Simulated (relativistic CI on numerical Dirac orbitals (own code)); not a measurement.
## Radial parameters of K¹¹⁺

Calculated at this level of theory: Dirac-Coulomb-Breit CI, KLI orbitals optimised for each configuration, QED by a radiative potential, unscaled Slater integrals (own radial code, finite nucleus).

Slater integrals F^k, G^k are unscaled and averaged over j, outside the closed core 1s2; ζ comes from projecting the Hamiltonian with its Breit term on Σ l·s of the shell.

- 2s2.2p4: F^2(2p,2p) = 291810, ζ(2p) = 16549 cm⁻¹; <r>(2p) = 0.3243, <r^2>(2p) = 0.1284 (bohr units).
- 2s.2p5: G^1(2s,2p) = 330100, ζ(2p) = 16332 cm⁻¹; <r>(2s) = 0.3678, <r^2>(2s) = 0.1591, <r>(2p) = 0.3258, <r^2>(2p) = 0.1297 (bohr units).
- 2s2.2p3.3s: F^2(2p,2p) = 299280, ζ(2p) = 17441, G^1(2p,3s) = 27945 cm⁻¹; <r>(2p) = 0.317, <r^2>(2p) = 0.1225, <r>(3s) = 0.9172, <r^2>(3s) = 0.9545 (bohr units).

Averages of the first 10 configurations, taken without configuration mixing, which lowers the lowest level and can move excited configurations by several eV; other configurations of the list can lie among them:

```tsv
Configuration	Parity	States	Average energy above the lowest level (eV)
2s2.2p4	even	15	6.1
2s.2p5	odd	12	80.5
2p6	even	1	167.4
2s2.2p3.3s	odd	40	374.0
2p5.3s	odd	12	520.3
2s2.2p3.3p	even	120	393.5
2p5.3p	even	36	538.0
2p5.3d	odd	60	560.6
2s2.2p3.3d	odd	200	416.5
2s.2p4.3s	even	60	440.7
```
